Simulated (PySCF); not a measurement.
Orbital picture of BI

CAM-B3LYP at R = 2.140 Å; B def2-SVPD, I def2-SVPD with ECP28; scalar-relativistic core potentials (PySCF 2.14). State: ¹Σ⁺ (singlet), closed shell. Only the outer orbitals are listed, counted within each symmetry, core potentials removing the inner ones.

```tsv
orbital	occ.	ε (eV)	on B (%)	main shells (%)
5σ	2	-22.22	10	89 I s
6σ	2	-13.98	46	45 I p, 42 B s
3π	2	-9.99	9	91 I p
3π	2	-9.99	9	91 I p
7σ	2	-8.53	77	50 B s, 27 B p, 25 I p
4π	0	-1.28	79	78 B p, 13 I d
4π	0	-1.28	79	78 B p, 13 I d
8σ	0	0.58	10	87 I p, 16 B p
```

Task: Which are the highest filled and the lowest empty level, where do they sit, and how wide is the gap?

Result: Highest filled 7σ at -8.53 eV (in %: 50 B s, 27 B p, 25 I p); lowest empty 4π at -1.28 eV (in %: 78 B p, 13 I d); the gap at CAM-B3LYP is 7.25 eV.

* bond order (Mayer): 1.37
* ⟨S²⟩: 0.000
* charge on B (Mulliken, basis-dependent): 0.01
* charge on B (Löwdin, basis-dependent): -0.34
* dipole moment (positive dipole means B(−)I(+)): 1.44 D
* polarisability along the bond: 74.6 bohr³
* polarisability across the bond: 44.5 bohr³

Spin–orbit coupling is left out.
